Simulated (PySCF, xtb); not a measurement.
C2H5F2NSi, SMILES C/N=C/[SiH](F)F. Other conformers were not sampled.

Harmonic wavenumbers (cm⁻¹) from GFN2-xTB (xtb) at its own minimum, in rising order: 37, 109, 138, 200, 219, 264, 310, 405, 615, 635, 774, 846, 847, 871, 1044, 1076, 1136, 1314, 1384, 1449, 1465, 1720, 2482, 2751, 2882, 2987, 3003.

What does PBE-D3(BJ)/def2-SVP run with PySCF give at its own minimum? (Estimate from the structure and the level; the computed values follow.)

9, 121, 144, 213, 252, 305, 360, 407, 765, 786, 794, 859, 868, 939, 995, 1083, 1107, 1280, 1348, 1392, 1408, 1667, 2253, 2860, 2900, 3017, 3039. Paired by order, the mean absolute difference is 50 cm⁻¹ and the zero-point energies are 44.3 and 44.6 kcal/mol.
